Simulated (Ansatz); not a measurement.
Isolated molecules relaxed with PBE0-D4/def2-TZVP in Ansatz; ΔE leaves out vibrations. CCSD(T)/CBS adds triple-zeta CCSD(T) − MP2 to the extrapolated MP2 energy (def2 sets, frozen cores). Functionals use def2-TZVPP. B3LYP here is the variant with VWN-RPA as its local correlation; programs differ in this. For Se outer-core shells are correlated without core-valence functions, which leaves a few kJ/mol of doubt a bond. Scalar relativity is left out up to krypton. One conformer a species, not always the lowest.

Reaction (substitution at a C–Se bond): `C[Se]C=N` + `CNC=O` → `CN(C=N)C=O` + `C[SeH]`

Is it downhill or uphill in electronic energy at CCSD(T)/CBS, and by how much? (Best estimate.)

The calculation gave: Downhill: ΔE = -18.9 kJ/mol.

What do these levels give: PBE-D4, r2SCAN-D4, PBE0-D4, r2SCAN, PBE0, B3LYP, HF/def2-TZVPP, SCS-MP2/def2-TZVPP, CCSD/def2-TZVPP, CCSD(T)/def2-TZVPP, HF/def2-QZVPP, CCSD/CBS(def2)? (Best estimate.)

Ansatz gave: PBE-D4 -14.8, r2SCAN-D4 -18.9, PBE0-D4 -20.2, r2SCAN -18.3, PBE0 -18.9, B3LYP -15.5, HF/def2-TZVPP -25.9, SCS-MP2/def2-TZVPP -19.9, CCSD/def2-TZVPP -22.1, CCSD(T)/def2-TZVPP -22.1, HF/def2-QZVPP -25.3, CCSD/CBS(def2) -19.0 kJ/mol.

Largest T1 diagnostic among the species: 0.015.

From PBE to PBE0 (25 % exact exchange), in def2-TZVPP and without D4, ΔE moves by −5.6 kJ/mol. In def2-TZVPP, CCSD(T) changes the Hartree–Fock value by +3.8 kJ/mol (the triples alone add +0.1 kJ/mol) and MP2 by +5.6 kJ/mol.
